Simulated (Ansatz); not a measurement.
An input meant for Cu₃H₃ (charge 0, singlet; atoms displaced at random, 0.15 Å in each coordinate).

```yaml
crystal:
  periodic: [false, false, false]
  atoms:
    - {symbol: Cu, position_ang: [0.153663, 1.679582, 0.216322]}
    - {symbol: Cu, position_ang: [1.135838, -0.636337, -0.049002]}
    - {symbol: Cu, position_ang: [-1.183230, -0.415478, -0.028660]}
    - {symbol: H, position_ang: [2.020179, 0.532216, -0.126665]}
    - {symbol: H, position_ang: [0.056160, -2.002476, -0.000213]}
    - {symbol: H, position_ang: [-1.310995, 1.027064, -0.052972]}
basis:
  gaussian: {orbitals: def2-TZVPD}
magnetization: {spin_polarized: true, initial_magnetization: 0}
hamiltonian: {xc: {name: CCSD(T)}, dispersion: d3bjatm}
scf: {omitted_lower_state_checks: [starts]}
```

```sh
$ ansatz run in.yaml --threads 4 --pin off --events-out ev --progress --plain --max-ram 3916MiB
```

Shortened log:

```
Error: YAML parse error: error: line 13 column 19: hamiltonian.xc: no functional is named "CCSD(T)"; the names, which are not case-sensitive, are SVWN5, SPW92, PBE, PBE0, PBEsol, revPBE, revPBE0, RPBE, rPW86-PBE, HSE06, wPBEh, LC-wPBE, HISS, HF, BLYP, B3LYP, B3LYP5, BHLYP, CAM-B3LYP, r2SCAN, r2SCANh, r2SCAN0, r2SCAN50, m-r2SCAN, B97, wB97, wB97X, wB97X-V, B97M-V, wB97M-V, B2PLYP, B2GP-PLYP, PBE0-DH, PBE-QIDH
11 |   gaussian: {orbitals: def2-TZVPD}
12 | magnetization: {spin_polarized: true, initial_magnetization: 0}
13 | hamiltonian: {xc: {name: CCSD(T)}, dispersion: d3bjatm}
14 | scf: {omitted_lower_state_checks: [starts]}
```

In this input the method's name isn't one that the program takes here. The program refused the input.
